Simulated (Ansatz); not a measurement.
The same path of ClF2HSi + FH (7 atoms, charge 0, multiplicity 1) was run twice with different band settings. Lost on the way: Si1–Cl2, H6–F7. Made: Si1–F7, Cl2–H6.

These are results of RHF/def2-SVP (Ansatz), not measurements.

Relaxed end points:

```xyz
7
Properties=species:S:1:pos:R:3
Si -0.423 -0.543 -0.605
Cl 1.614 -0.588 -0.722
F -0.986 -1.397 -1.823
F -0.903 0.951 -0.848
H -0.934 -1.084 0.636
H 1.181 1.559 1.545
F 0.450 1.103 1.817
```

```xyz
7
Properties=species:S:1:pos:R:3
Si -0.981 -0.072 -0.287
Cl 2.672 -0.548 0.731
F -0.392 -0.317 -1.734
F -2.471 0.437 -0.453
H -0.932 -1.267 0.526
H 2.259 0.652 0.843
F -0.155 1.114 0.374
```

Common settings: movable images 5; climbing image yes; spring 5.0 eV/Å²; optimiser quadratic models (default); start path through a guess of the saddle point; iteration limit 60; end points relaxed.

| run | force threshold |
| --- | --- |
| 1 | 0.05 eV/Å |
| 2 | 0.5 eV/Å |

Q: What does each run give, and how far can it be trusted?

A: Run 1: converged after 22 iterations, highest image 1.679 eV above the first end. Neighbouring images differ by up to 1.5 eV, so the band resolves the path poorly. A vibrational analysis at the climbing image gives one clearly imaginary mode, 501i cm⁻¹: a first-order saddle point.
Run 2: converged after 5 iterations, highest image 1.830 eV above the first end. The threshold of 0.5 eV/Å is loose, so the images may lie well off the minimum-energy path. Neighbouring images differ by up to 1.7 eV, so the band resolves the path poorly. The order of the stationary point at the top wasn't checked.
The orbitals stay closed-shell, which can raise the energy where a bond breaks towards radicals; this wasn't checked here.
